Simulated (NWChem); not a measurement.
Species: BiH3O; SMILES [OH][BiH2]

Results from NWChem. Coordinates come from a PBE0/def2-SVP optimisation. def2 effective core potentials on Bi; no spin-orbit coupling. Ions are spin-unrestricted doublets at the neutral geometry; other ion states weren't tried. Functional: LC-ωPBE (HJS hole) with def2-SVP; rows give the range parameter ω in 1/bohr.

Task: At which range parameter does −ε(HOMO) equal the ΔSCF ionisation energy (optimal tuning)?

Result: about 0.46 per bohr, by linear interpolation in these runs:
| range parameter (1/bohr) | vertical ionisation energy, ΔSCF (eV) | −ε(HOMO) (eV) | ΔSCF minus −ε(HOMO) (eV) |
|---|---|---|---|
| 0.05 | 9.79 | 6.77 | 3.02 |
| 0.50 | 10.39 | 10.66 | -0.27 |
| 0.80 | 10.52 | 11.07 | -0.55 |
